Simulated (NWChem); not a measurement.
System: CBr3F; SMILES FC(Br)(Br)Br

The following NWChem deck was run.

```
start job
memory heap 200 mb stack 900 mb global 1100 mb
geometry units angstroms noautoz
  F      0.000000     0.000000     1.765625
  C      0.000000     0.000000     0.441353
  Br     1.756799     0.532096    -0.174110
  Br    -1.339208     1.255384    -0.174110
  Br    -0.417591    -1.787480    -0.174110
end
basis spherical
  * library def2-svpd
end
dft
  xc b3lyp
  iterations 150
  mulliken
end
task dft energy
```

Geometry: optimised at PBE0/def2-SVP.

**Question.** Give the results of this calculation. (B3LYP/def2-SVPD.) Quantities: basis functions; energy (Ha); highest occupied level (eV); orbital gap (eV); dipole (D).

**Answer.** number of basis functions: 166
energy (Ha): -7859.44
highest occupied level (eV): -8.08
orbital gap (eV): 5.51
dipole (D): 0.48
